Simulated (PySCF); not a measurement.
SMILES [CH3][Zn][CH3] (C2H6Zn) at its CAM-B3LYP/def2-SVP optimised geometry (Å):

```
9

C      1.9419    -0.0049     0.0000
Zn     0.0009    -0.0049     0.0000
C     -1.9401    -0.0023     0.0018
H      2.3469    -0.2491    -0.9951
H      2.3466    -0.7443     0.7095
H      2.3458     0.9795     0.2861
H     -2.3429     0.2224     1.0025
H     -2.3441     0.7528    -0.6914
H     -2.3469    -0.9795    -0.3039
```

Level of theory: PySCF with CAM-B3LYP/def2-TZVP. Cells within 0.4 Å of a nucleus heavier than hydrogen are left out (blank, or x).

Map of the HOMO−1 amplitude (bohr^(-3/2)) on the plane z = 0.0 Å; orbital energy -10.33 eV, overall sign arbitrary:

```
|444444444444444444444444444|
|444444444444444444444444444|
|444444444444444444444444444|
|444444444444444444444444444|
|444444444444444444444444444|
|444444444444444444444444444|
|444444444444444444444444444|
|444444444455555554444444444|
|444444444555555555444444444|
|444444445556666655443344444|
|444433345566777665543334444|
|444433235777777776532234444|
|4443321x78764x46787x1233444|
|4443310xx985xxx589xx0133444|
|4443321x78764x46787x1233444|
|444432235777777777642334444|
|444433345566777666543334444|
|444443344556666655544444444|
|444444444555555555444444444|
|444444444455555554444444444|
|444444444444454444444444444|
|444444444444444444444444444|
|444444444444444444444444444|
|444444444444444444444444444|
|444444444444444444444444444|
|444444444444444444444444444|
|444444444444444444444444444|
```
Scale: ten equal steps from -0.145 (start of '0') to 0.162 (end of '9'), in the order '0123456789'; x runs from -4.50 to 4.50, y from -4.50 (bottom) to 4.50 (top).
